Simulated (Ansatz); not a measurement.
AlBr₂, SMILES [Br][Al][Br], multiplicity 2.

Geometry optimised at B3LYP-D3(BJ)/def2-TZVP. The multiplicity is an assumed one; other spin states were not compared. The isomer is the one that the SMILES or the coordinates give; other isomers of the formula were not compared.

Two levels are set side by side: PBE/def2-SVPD (Ansatz, a quantum-chemistry and plane-wave program) and CAM-B3LYP/def2-SVPD (Ansatz). Energy differences of separate SCF runs at the same geometry; the states with an electron removed or added have multiplicity 1 and 1. Differences are taken from unrounded values.

```tsv
quantity	PBE
vertical ionisation energy (eV)	8.50
vertical electron affinity (eV)	1.93
```

Q: These are the PBE values. What does CAM-B3LYP give? (An estimate is asked for; the answer gives what the named calculation found.)

A: 
```json
[
 {"quantity": "vertical ionisation energy (eV)", "CAM-B3LYP": "8.77", "PBE minus CAM-B3LYP": "-0.27"},
 {"quantity": "vertical electron affinity (eV)", "CAM-B3LYP": "2.01", "PBE minus CAM-B3LYP": "-0.08"}
]
```
